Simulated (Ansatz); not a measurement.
GaH9OSi2 (`[SiH3][O+]([SiH3])[GaH3-]`), relaxed with RKS PBE-D4/def2-SVP in the Gaussian-basis code of Ansatz from a rough embedded geometry. The force threshold is 0.03 eV/Å; the program also tests the step.

Charge 0, multiplicity 1.

Start:

```xyz
13

Si   -1.493    0.405   -0.150
O     0.079    0.648    0.412
Si    1.032    0.670   -0.986
Ga    0.520   -0.938    1.234
H    -2.447    0.331    1.040
H    -1.971    1.615   -0.934
H    -1.686   -0.786   -0.971
H     2.462    0.744   -0.679
H     0.728    1.871   -1.861
H     0.866   -0.544   -1.825
H    -0.407   -1.026    2.606
H     2.062   -0.833    1.738
H     0.254   -2.157    0.376
```

```
         step  energy (eV)  largest force (eV/Å)  largest move (Å)
            1  -70294.0976                 5.209             0.000
            2  -70295.3438                 2.092             0.192
            3  -70295.6757                 0.837             0.199
            4  -70295.7650                 0.318             0.200
            5  -70295.7948                 0.191             0.200
            6  -70295.8129                 0.059             0.200
            7  -70295.8231                 0.272             0.197
            8  -70295.8308                 0.228             0.065
            9  -70295.8483                 0.032             0.151
           10  -70295.8519                 0.150             0.195
           11  -70295.8554                 0.061             0.036
           12  -70295.8597                 0.024             0.096
           13  -70295.8625                 0.118             0.196
           14  -70295.8641                 0.103             0.055
           15  -70295.8673                 0.036             0.053
           16  -70295.8678                 0.041             0.042
           17  -70295.8690                 0.024             0.057
           18  -70295.8697                 0.036             0.066
           19  -70295.8702                 0.030             0.036
           20  -70295.8707                 0.044             0.072
21 (rejected)  -70295.8707                 0.046             0.022
           22  -70295.8712                 0.019             0.011
           23  -70295.8716                 0.011             0.036
```

End:

```xyz
13

Si   -1.754    0.248   -0.319
O    -0.058    0.242   -0.032
Si    1.248    0.880   -0.953
Ga    0.571   -1.255    1.453
H    -2.424    0.256    1.018
H    -2.058    1.504   -1.085
H    -2.133   -0.955   -1.126
H     2.304    1.311    0.014
H     0.700    2.053   -1.715
H     1.752   -0.164   -1.902
H     0.585   -0.341    2.746
H     1.942   -1.568    0.709
H    -0.674   -2.210    1.191
```

It took 40 s on 4 threads of an Arm Neoverse V1 on a shared host, with 0.19 GiB of host memory at the peak.
